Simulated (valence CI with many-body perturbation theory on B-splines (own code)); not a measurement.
# Forbidden lines of Dy²⁵⁺

Method: valence CI with perturbative core correlation (CI+MBPT): five valence electrons over a frozen Dirac-Fock core [Kr], a basis of 7 s, 7 p, 8 d, 6 f, 4 g, 1 h functions for each j, with the one-electron correlation potential Σ1, the two-electron term Σ2, the three-electron term Σ3, Breit, model QED; selected CI, second order for the rest, scaled by the run's own slope (own B-spline code, finite nucleus).

No measured levels were compared; by estimate terms of the open shell hold to 2 to 4 % of their energy, and close levels can change places. Among the levels kept, up to 250 cm⁻¹ of a level comes from second order outside the variational space, and about a tenth of that is noise between levels of different J, which matters for small intervals. The list stops below the first excitations out of the core.

Lines 1 to 50 of 120 in falling wavelength, among levels below 804670 cm⁻¹, chosen from the decays that carry over 1 % of a level's rate. Wavelengths and rates use the calculated energies, so an error of 3000 cm⁻¹ moves a line at 604.9 nm by 18 % and its rate by three times that or more. Electric multipoles are in the length gauge, E1 and E2 with the static RPA response of the core. S is in atomic units (e²a₀⁴ for E2 and M2, e²a₀⁶ for E3), for M1 in squared Bohr magnetons. Weak lines are less certain than strong ones. Lines between different terms over intervals too small for the method are left out, as are lines whose strength nearly cancels.

Levels are named by their leading jj configuration (3d3/2^4 stands for four electrons in 3d with j = 3/2), which in mixed levels can hold well under half, so a name can repeat and another be missing. Letters in brackets count levels of one name in rising energy.

| λ vac (nm) | Upper | Lower | Type | A (s⁻¹) | S (a.u.) |
| --- | --- | --- | --- | --- | --- |
| 1712 | (4d3/2^3 4d5/2^2) J=11/2 | (4d3/2^3 4d5/2^2) J=7/2 [a] | E2 | 1.65e-07 | 2.60e-03 |
| 1269 | (4d3/2^3 4d5/2^2) J=9/2 | (4d3/2^3 4d5/2^2) J=11/2 | M1 | 6.69e+00 | 5.07e+00 |
| 728.8 | (4d3/2^3 4d5/2^2) J=9/2 | (4d3/2^3 4d5/2^2) J=7/2 [a] | M1 | 4.05e+01 | 5.81e+00 |
| 717.8 | (4d3/2^2 4d5/2^3) J=13/2 | (4d3/2^2 4d5/2^3) J=11/2 | M1 | 1.90e+01 | 3.65e+00 |
| 708.5 | (4d3/2^3 4d5/2^2) J=5/2 [b] | (4d3/2^3 4d5/2^2) J=3/2 [a] | M1 | 3.39e+01 | 2.68e+00 |
| 604.9 | (4d3/2^3 4d5/2^2) J=7/2 [b] | (4d3/2^3 4d5/2^2) J=5/2 [b] | M1 | 4.66e+01 | 3.06e+00 |
| 523.0 | (4d3/2^3 4d5/2^2) J=1/2 | (4d3/2^3 4d5/2^2) J=3/2 [a] | M1 | 2.42e+02 | 2.57e+00 |
| 522.4 | (4d3/2^2 4d5/2^3) J=7/2 [b] | (4d3/2^2 4d5/2^3) J=5/2 [b] | M1 | 3.22e+01 | 1.36e+00 |
| 412.8 | (4d3/2^2 4d5/2^3) J=5/2 [b] | (4d3/2^3 4d5/2^2) J=3/2 [b] | M1 | 1.12e+02 | 1.75e+00 |
| 338.8 | (4d3/2^3 4d5/2^2) J=7/2 [a] | (4d3/2^3 4d5/2^2) J=5/2 [a] | M1 | 3.79e+02 | 4.37e+00 |
| 318.3 | (4d3/2^2 4d5/2^3) J=3/2 [a] | (4d3/2^2 4d5/2^3) J=5/2 [a] | M1 | 3.18e+02 | 1.52e+00 |
| 309.1 | (4d3/2^3 4d5/2^2) J=3/2 [a] | (4d3/2^3 4d5/2^2) J=5/2 [a] | M1 | 9.76e+01 | 4.27e-01 |
| 306.3 | (4d3/2^2 4d5/2^3) J=7/2 [b] | (4d3/2^2 4d5/2^3) J=9/2 [a] | M1 | 5.09e+01 | 4.33e-01 |
| 298.6 | (4d3/2^3 4d5/2^2) J=7/2 [b] | (4d3/2^3 4d5/2^2) J=7/2 [a] | M1 | 1.52e+02 | 1.20e+00 |
| 294.0 | (4d3/2^2 4d5/2^3) J=3/2 [b] | (4d3/2^2 4d5/2^3) J=3/2 [a] | M1 | 1.34e+02 | 5.06e-01 |
| 270.8 | (4d3/2^2 4d5/2^3) J=9/2 [c] | (4d3/2^2 4d5/2^3) J=7/2 [b] | M1 | 8.06e+01 | 5.93e-01 |
| 269.1 | (4d3/2^2 4d5/2^3) J=9/2 [a] | (4d3/2^3 4d5/2^2) J=7/2 [b] | M1 | 4.28e+02 | 3.09e+00 |
| 263.4 | (4d3/2^3 4d5/2^2) J=3/2 [b] | (4d3/2^3 4d5/2^2) J=1/2 | M1 | 9.14e+01 | 2.48e-01 |
| 243.9 | (4d3/2^2 4d5/2^3) J=9/2 [c] | (4d3/2^2 4d5/2^3) J=9/2 [b] | M1 | 6.99e+02 | 3.76e+00 |
| 238.1 | (4d3/2^2 4d5/2^3) J=7/2 [b] | (4d3/2^2 4d5/2^3) J=7/2 [a] | M1 | 2.61e+02 | 1.04e+00 |
| 234.0 | (4d3/2^2 4d5/2^3) J=1/2 [b] | (4d3/2^2 4d5/2^3) J=3/2 [a] | M1 | 5.39e+02 | 5.12e-01 |
| 232.7 | (4d3/2^3 4d5/2^2) J=3/2 [b] | (4d3/2^3 4d5/2^2) J=5/2 [b] | M1 | 2.22e+02 | 4.14e-01 |
| 225.6 | (4d3/2^2 4d5/2^3) J=7/2 [a] | (4d3/2^3 4d5/2^2) J=5/2 [b] | M1 | 9.29e+02 | 3.16e+00 |
| 222.0 | (4d3/2^2 4d5/2^3) J=5/2 [c] | (4d3/2^2 4d5/2^3) J=7/2 [a] | M1 | 1.98e+02 | 4.81e-01 |
| 215.5 | (4d3/2^2 4d5/2^3) J=5/2 [c] | (4d3/2^3 4d5/2^2) J=3/2 [b] | M1 | 1.15e+03 | 2.56e+00 |
| 215.2 | (4d3/2^3 4d5/2^2) J=5/2 [b] | (4d3/2^3 4d5/2^2) J=5/2 [a] | M1 | 2.17e+03 | 4.81e+00 |
| 210.2 | (4d3/2^2 4d5/2^3) J=7/2 [a] | (4d3/2^3 4d5/2^2) J=9/2 | M1 | 1.45e+03 | 3.99e+00 |
| 210.0 | (4d3/2 4d5/2^4) J=7/2 [a] | (4d3/2^2 4d5/2^3) J=5/2 [c] | M1 | 6.76e+02 | 1.86e+00 |
| 207.6 | (4d3/2^2 4d5/2^3) J=5/2 [a] | (4d3/2^3 4d5/2^2) J=7/2 [a] | M1 | 1.13e+03 | 2.25e+00 |
| 205.7 | (4d3/2^3 4d5/2^2) J=5/2 [a] | (4d3/2^4 4d5/2) J=5/2 | M1 | 4.11e+03 | 7.97e+00 |
| 197.4 | (4d3/2^2 4d5/2^3) J=5/2 [b] | (4d3/2^3 4d5/2^2) J=7/2 [b] | M1 | 6.88e+02 | 1.18e+00 |
| 194.3 | (4d3/2^2 4d5/2^3) J=1/2 [a] | (4d3/2^3 4d5/2^2) J=1/2 | M1 | 3.12e+03 | 1.70e+00 |
| 193.3 | (4d3/2^2 4d5/2^3) J=11/2 | (4d3/2^3 4d5/2^2) J=9/2 | M1 | 6.29e+02 | 2.02e+00 |
| 186.3 | (4d3/2^2 4d5/2^3) J=3/2 [b] | (4d3/2^3 4d5/2^2) J=3/2 [b] | M1 | 5.57e+01 | 5.35e-02 |
| 184.2 | (4d3/2 4d5/2^4) J=5/2 [a] | (4d3/2^2 4d5/2^3) J=3/2 [a] | M1 | 1.22e+03 | 1.70e+00 |
| 182.7 | (4d3/2 4d5/2^4) J=7/2 [a] | (4d3/2^2 4d5/2^3) J=9/2 [b] | M1 | 8.62e+02 | 1.56e+00 |
| 175.2 | (4d3/2^3 4d5/2^2) J=3/2 [b] | (4d3/2^3 4d5/2^2) J=3/2 [a] | M1 | 4.22e+02 | 3.36e-01 |
| 173.8 | (4d3/2 4d5/2^4) J=3/2 [a] | (4d3/2^2 4d5/2^3) J=5/2 [c] | M1 | 5.83e+02 | 4.54e-01 |
| 173.5 | (4d3/2^2 4d5/2^3) J=3/2 [a] | (4d3/2^3 4d5/2^2) J=1/2 | M1 | 4.06e+02 | 3.15e-01 |
| 171.9 | (4d3/2^2 4d5/2^3) J=5/2 [c] | (4d3/2^2 4d5/2^3) J=5/2 [a] | M1 | 2.47e+02 | 2.79e-01 |
| 167.7 | (4d3/2^2 4d5/2^3) J=11/2 | (4d3/2^3 4d5/2^2) J=11/2 | M1 | 3.58e+03 | 7.51e+00 |
| 163.2 | (4d3/2^2 4d5/2^3) J=7/2 [a] | (4d3/2^3 4d5/2^2) J=7/2 [a] | M1 | 1.96e+03 | 2.53e+00 |
| 161.8 | (4d3/2 4d5/2^4) J=11/2 | (4d3/2^2 4d5/2^3) J=9/2 [b] | M1 | 9.27e+02 | 1.75e+00 |
| 159.7 | (4d3/2^2 4d5/2^3) J=3/2 [a] | (4d3/2^3 4d5/2^2) J=5/2 [b] | M1 | 1.45e+03 | 8.74e-01 |
| 154.3 | (4d3/2^2 4d5/2^3) J=9/2 [a] | (4d3/2^3 4d5/2^2) J=11/2 | M1 | 1.45e+03 | 1.97e+00 |
| 152.8 | (4d3/2^2 4d5/2^3) J=3/2 [b] | (4d3/2^2 4d5/2^3) J=5/2 [a] | M1 | 6.21e+02 | 3.29e-01 |
| 152.1 | (4d3/2^2 4d5/2^3) J=9/2 [b] | (4d3/2^3 4d5/2^2) J=7/2 [b] | M1 | 8.33e+02 | 1.09e+00 |
| 148.8 | (4d3/2^2 4d5/2^3) J=5/2 [b] | (4d3/2^3 4d5/2^2) J=5/2 [b] | M1 | 3.98e+03 | 2.92e+00 |
| 143.3 | (4d3/2 4d5/2^4) J=7/2 [a] | (4d3/2^2 4d5/2^3) J=5/2 [b] | M1 | 2.72e+03 | 2.37e+00 |
| 143.3 | (4d3/2^2 4d5/2^3) J=7/2 [b] | (4d3/2^3 4d5/2^2) J=7/2 [b] | M1 | 6.88e+02 | 6.00e-01 |
